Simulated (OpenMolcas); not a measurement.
## Predicting a hybrid from its neighbours: GeClF

GeClF has 3 atoms, charge 0, and is taken as a singlet. SMILES: `[F][Ge][Cl]`. Geometry: relaxed at PBE0-D4/def2-TZVP.

The HOMO–LUMO gap y, in eV, basis def2-TZVP; a is the functional's share of exact exchange. Programs: OpenMolcas 26.06.

```
functional     program     a  y (eV)
    r2SCAN  OpenMolcas     0    4.01
       PBE  OpenMolcas     0    3.67
     B3LYP  OpenMolcas   0.2       ?
      PBE0  OpenMolcas  0.25    5.59
     BHLYP  OpenMolcas   0.5    7.47
```

Fit y = c + s·a to the known rows and predict B3LYP.


1. Means of the 4 rows: a = 0.1875, y = 5.185.
2. Σ(Δa)² = 0.17188, Σ(Δa·Δy) = 1.2437, so the slope is 1.2437/0.17188 = 7.2359.
3. Intercept: 5.185 − (7.2359) × 0.1875 = 3.828. The largest residual of the fit is 0.18.
4. B3LYP: 3.828 + (7.2359) × 0.2 = 5.28 eV.

The run gave 5.18 eV, so the prediction is off by +0.10 eV, within the scatter of the fit. Exact exchange lowers occupied levels and raises empty ones. The rows mix families of semi-local functionals, which the line can't see.
